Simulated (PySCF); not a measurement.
# TDDFT excited states: C6H6O2

Resorcinol, C6H6O2.
SMILES: `Oc1cccc(O)c1`

Level of theory: PySCF 2.14.0, density-fitted response routines, TDDFT wB97X-D/def2-SVPD, vertical, gas phase, core orbitals frozen in the response. The structure is a single PBE0-D3(BJ)/def2-SVP conformer in the gas phase; no vibrational or solvent corrections. Torsions of this conformer, `[OH:1][c:2]1[cH:3][cH:4][cH:5][c:6]([OH:7])[cH:8]1`: H–O1–C2–C3 0°, H–O7–C6–C5 0°.

| state | E (eV) | E (hartree) | f | symmetry | main configurations (H = HOMO, L = LUMO) |
| --- | --- | --- | --- | --- | --- |
| S1 | 5.16 | 0.1896 | 0.024 | B1 or B2 | H→L (73%), H-1→L+1 (26%) |
| S2 | 5.91 | 0.2171 | 0.0081 | A1 | H→L+1 (55%), H-1→L (44%) |
| S3 | 6.28 | 0.2309 | 0.0000 | – | H→L+2 (89%) |
| S4 | 6.56 | 0.2410 | 0.0019 | – | H→L+3 (75%), H-1→L+2 (15%) |
| S5 | 6.59 | 0.2421 | 0.403 | A1 | H-1→L (54%), H→L+1 (42%) |
| S6 | 6.87 | 0.2524 | 0.691 | B1 or B2 | H-1→L+1 (72%), H→L (25%) |
| S7 | 7.06 | 0.2595 | 0.0075 | B1 or B2 | H-1→L+2 (73%), H→L+3 (13%) |
| S8 | 7.10 | 0.2610 | 0.0000 | – | H→L+4 (79%), H-1→L+3 (15%) |
| S9 | 7.46 | 0.2741 | 0.0000 | – | H-1→L+3 (56%), H→L+6 (19%), H→L+7 (12%) |
| S10 | 7.56 | 0.2777 | 0.0000 | – | H→L+6 (54%), H-1→L+3 (22%), H→L+7 (12%) |

Triplets, Tamm–Dancoff:

```json
{"state": "T1", "E (eV)": "4.13", "λ (nm)": "300.5", "main configurations (H = HOMO, L = LUMO)": "H-1→L (48%), H→L+1 (47%)"}
{"state": "T2", "E (eV)": "4.35", "λ (nm)": "284.9", "main configurations (H = HOMO, L = LUMO)": "H→L (95%)"}
{"state": "T3", "E (eV)": "4.74", "λ (nm)": "261.6", "main configurations (H = HOMO, L = LUMO)": "H→L+1 (50%), H-1→L (48%)"}
{"state": "T4", "E (eV)": "5.26", "λ (nm)": "235.6", "main configurations (H = HOMO, L = LUMO)": "H-1→L+1 (95%)"}
```

The lowest singlet comes at 240 nm (498 kJ/mol) in the ultraviolet; it is weak; its leading configuration is HOMO→LUMO (73%). The most intense listed level is S6 at 6.87 eV (181 nm, f = 0.691), 1.71 eV above S1. Löwdin shares by element: HOMO carbon 66% or more (atoms not listed hold the other 34%); LUMO carbon 66% or more (atoms not listed hold the other 34%). The listed states span 2.40 eV, and the widest gap between neighbours is 0.75 eV (S1 to S2). The oscillator strengths of these states sum to 1.135; summed over the whole spectrum of an exact calculation they would give the number of electrons, 58 (Thomas–Reiche–Kuhn). Weighted by f, the mean energy of these states is 6.73 eV. The vertical ionisation energy (ΔSCF) is 8.36 eV, 0.81 eV above S10. Symmetry labels in C2v follow from the direction of the transition dipole and are given only for states with f of 0.002 or more; B1 and B2 swap with the choice of axes. Singlets were solved by full linear response, triplets in the Tamm–Dancoff approximation.

Time: 1.7 min wall. Hardware: one thread of an Arm Neoverse V1, shared host.
